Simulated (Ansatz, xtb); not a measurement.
**Relative energy of two isomers of ClH4NOSi**

Structure X: `[NH3+][Si@H-](=O)Cl`, a singlet. Structure Y: `N[Si@H](O)Cl`, a singlet. Both are isolated molecules in the gas phase, relaxed with B3LYP-D3(BJ)/def2-SVP; the shapes shown needn't be the lowest conformers.

X (Å):

```yaml
atoms:
  - { symbol: Cl, position_ang: [-2.0095, 1.1974, -0.4294] }
  - { symbol: N, position_ang: [-1.4755, -1.7306, -0.1522] }
  - { symbol: O, position_ang: [0.4162, -0.1283, 1.1824] }
  - { symbol: Si, position_ang: [-0.3561, -0.0750, -0.1478] }
  - { symbol: H, position_ang: [-2.0233, -1.7031, 0.7143] }
  - { symbol: H, position_ang: [-0.8768, -2.5610, -0.1068] }
  - { symbol: H, position_ang: [-2.1247, -1.8242, -0.9394] }
  - { symbol: H, position_ang: [0.2411, -0.2344, -1.5004] }
```

Y (Å):

```xyz
8

Cl   -0.2347   -0.2070    1.9987
N    -2.1002   -0.5267   -0.5872
O    -0.0782   -2.3277   -0.0453
Si   -0.4993   -0.7250    0.0027
H    -2.3834    0.3814   -0.9452
H    -2.8771   -0.9856   -0.1183
H     0.3697    0.1647   -0.8011
H    -0.3648   -2.7944   -0.8404
```

Quicker runs give these differences E(Y) − E(X): GFN2-xTB −9.3 kcal/mol; HF/STO-3G −66.7 kcal/mol (at GFN2-xTB geometries); r2SCAN-D4/def2-SVP −26.2 kcal/mol (at GFN2-xTB geometries).

Task: Estimate E(Y) − E(X) at the level CCSD(T)/def2-TZVP.

Result: Calculated at CCSD(T)/def2-TZVP: E(Y) − E(X) = −26.5 kcal/mol, so structure Y lies lower.

Level by level:

| level | geometry | E(Y) − E(X) (kcal/mol) | departure from the last row (kcal/mol) | job, with rough time for the two |
| --- | --- | --- | --- | --- |
| GFN2-xTB | GFN2-xTB | −9.3 | +17.3 | optimisation, 0.24 s |
| HF/STO-3G | GFN2-xTB | −66.7 | −40.2 | single point, 0.6 s |
| r2SCAN-D4/def2-SVP | GFN2-xTB | −26.2 | +0.3 | single point, 3.5 s |
| B3LYP-D3(BJ)/def2-SVP | B3LYP-D3(BJ)/def2-SVP | −26.6 | −0.1 | optimisation, 40 s |
| HF/def2-TZVP | B3LYP-D3(BJ)/def2-SVP | −34.4 | −7.9 | part of the CCSD(T) run |
| MP2/def2-TZVP | B3LYP-D3(BJ)/def2-SVP | −25.5 | +1.0 | part of the CCSD(T) run |
| CCSD(T)/def2-TZVP | B3LYP-D3(BJ)/def2-SVP | −26.5 |  | single point, 65 s |

As drawn, Y has 1 O–Si, 1 O–H in place of 1 O=Si, 1 N–H.

The levels shown agree on the order. The largest departure from CCSD(T)/def2-TZVP is that of HF/STO-3G, 40.2 kcal/mol.

With harmonic frequencies from B3LYP-D3(BJ)/def2-SVP (ideal gas, rigid rotor, one conformer each, 298.15 K, 1 atm): on the last row, ΔE + ΔZPE = −27.7 kcal/mol. A mode under 50 cm⁻¹ makes harmonic enthalpies and free energies unreliable, so none is given.

The correlated steps freeze 12 core orbitals. Programs: Ansatz 0.2.0, xtb 6.7.1; the last row on 2 threads of AMD EPYC 7R43 64-Core Processor (Zen 3) on a shared host.
